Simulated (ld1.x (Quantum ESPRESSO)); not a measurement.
# Fe: from the effect back to the setting (ultrasoft)

Base potential:

```json
{
  "Element": "iron",
  "Generator": "ld1.x (Quantum ESPRESSO) 7.5",
  "Type": "ultrasoft",
  "Functional": "LDA (PZ)",
  "Relativity": "scalar-relativistic",
  "Frozen core": "[Ne]",
  "Valence charge": "16",
  "Reference configuration": "3s2 3p6 3d6 4s2 4p0",
  "Partial waves": "3s (bound): rcut 1.10, rcutus 1.30 bohr; 4s (bound): rcut 1.10, rcutus 1.30 bohr; 3p (bound): rcut 1.25, rcutus 1.35 bohr; 4p (bound, empty): rcut 1.25, rcutus 1.35 bohr; 3d (bound): rcut 1.00, rcutus 1.35 bohr; 3d channel at 3.1 Ry: rcut 1.00, rcutus 1.35 bohr",
  "Local potential": "all-electron potential smoothed inside 1.15 bohr (lloc = -2)",
  "Core correction": "Bessel-smoothed model core inside 0.60 bohr",
  "Augmentation charge": "PSQ, inside the norm-conserving radii"
}
```

Cutoffs, loose and tight: the cutoffs (Ry, on a coarse ladder) from which the occupation-weighted sum of valence levels, in a spherical-Bessel basis at the reference potential, stays within 10 and 1 mRy of its value at 400 Ry. They do not see the model core or the augmentation charge, which bear on the density cutoff. Test errors are all-electron minus pseudo excitation energies from the reference, over the configurations 3s2 3p6 3d6 4s1 4p0; 3s2 3p6 3d6 4s0 4p0; 3s2 3p6 3d5 4s0 4p0; 3s2 3p6 3d6 4s0 4p1; 3s1 3p6 3d6 4s2 4p0; 3s2 3p6 3d6 4s1 4p1; 3s2 3p6 3d7 4s0 4p0 (two spin-polarised tests are not counted in the largest error); variants that change the core or the reference have their own tests.

Only the scale of all radii but the core radius (base = 1) is moved (2 further runs of the sweep failed or gave no value and are left out):

| scale of all radii but the core radius (base = 1) | cutoff, loose | cutoff, tight | bound ghosts | largest test error (meV) |
| --- | --- | --- | --- | --- |
| 0.83 | 100 Ry | 180 Ry | none | -8.4 |
| 0.88 | 90 Ry | 160 Ry | none | -7.6 |
| 0.98 | 70 Ry | 120 Ry | none | +11 |
| 1.11 | 50 Ry | 90 Ry | none | +8.8 over the solved tests; test run stopped at test 5 of 9 (negative rho) |
| 1.23 | 40 Ry | 70 Ry | none | -57 over the solved tests; test run stopped at test 4 of 9 (negative rho) |
| 1.3 | 35 Ry | 60 Ry | none | test run stopped at test 4 of 9 (negative rho), 2 before it not solved |
| 1.38 | 35 Ry | 55 Ry | none | test run stopped at test 1 of 9 (negative rho) |

Question: One more run gave cutoff, loose: 55 Ry; cutoff, tight: 100 Ry; bound ghosts: none; largest test error (meV): -24. Which value of the scale of all radii but the core radius (base = 1) was used?

Answer: 1.04. The tight cutoff moves one way along this sweep, from 180 Ry at 0.83 to 55 Ry at 1.38, which places the run between 0.98 and 1.11.
